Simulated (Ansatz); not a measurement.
```yaml
crystal:
  periodic: [false, false, false]
  atoms:
    - {symbol: N, position_ang: [1.657854, -0.815520, 1.106774]}
    - {symbol: C, position_ang: [0.751896, -0.429049, 0.512015]}
    - {symbol: B, position_ang: [-0.448942, 0.109382, -0.285261]}
    - {symbol: F, position_ang: [-1.458143, -0.683811, -0.532644]}
    - {symbol: Cl, position_ang: [-0.452766, 1.745299, -0.842286]}
basis:
  gaussian: {orbitals: STO-3G}
hamiltonian: {xc: {name: wB97X-D}}
accuracy: high
```

```sh
$ ansatz run in.yaml --threads 2 --pin off --events-out ev --progress --plain --max-ram 32768MiB --backend cpu
```

It prints (some lines left out):

```
Error: YAML parse error: error: line 11 column 19: hamiltonian.xc: no functional is named "wB97X-D"; the names, which are not case-sensitive, are SVWN5, SPW92, PBE, PBE0, PBEsol, revPBE, revPBE0, RPBE, rPW86-PBE, HSE06, wPBEh, LC-wPBE, HISS, HF, BLYP, B3LYP, B3LYP5, BHLYP, CAM-B3LYP, r2SCAN, r2SCANh, r2SCAN0, r2SCAN50, m-r2SCAN, B97, wB97, wB97X, wB97X-V, B97M-V, wB97M-V, B2PLYP, B2GP-PLYP, PBE0-DH, PBE-QIDH
 9 | basis:
10 |   gaussian: {orbitals: STO-3G}
11 | hamiltonian: {xc: {name: wB97X-D}}
12 | accuracy: high
```

In this input the method's name isn't one that the program takes here. The input was rejected before any iteration.
